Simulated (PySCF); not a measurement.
Isomers of C6H8O2. Computed, not measured: TDDFT CAM-B3LYP/def2-SVPD, vertical, gas phase, core orbitals frozen in the response in PySCF 2.14.0, density-fitted response routines. Geometries: PBE0-D3(BJ)/def2-SVP; one conformer of each isolated species. Triplets are in the Tamm–Dancoff approximation. 'Strongest' means the level of largest summed f among the lowest 10 singlets; it needn't be the same kind of state in each.

Question: Rank by computed LUMO energy, lowest first.
A. `COCc1ccoc1`
B. `COC1=CC(=O)CC1`
C. `C=C/C=C/OC(C)=O`
D. `CCOc1ccco1`

Answer: C (-0.01 eV), B (0.35 eV), A (1.18 eV), D (1.34 eV).

| SMILES | LUMO (eV) | gap (eV) | strongest (eV) | α (au) | first f ≥ 0.01 (nm) | S1 mainly |
| --- | --- | --- | --- | --- | --- | --- |
| C=C/C=C/OC(C)=O | -0.01 | 7.74 | 5.40 | 91.7 | 230 | H→L (97%) |
| COC1=CC(=O)CC1 | 0.35 | 8.75 | 6.00 | 78.3 | 207 | H→L (92%) |
| COCc1ccoc1 | 1.18 | 9.25 | 7.83 | 75.6 | 198 | H→L (97%) |
| CCOc1ccco1 | 1.34 | 8.47 | 5.86 | 76.8 | 215 | H→L (70%) |

H and L stand for HOMO and LUMO.
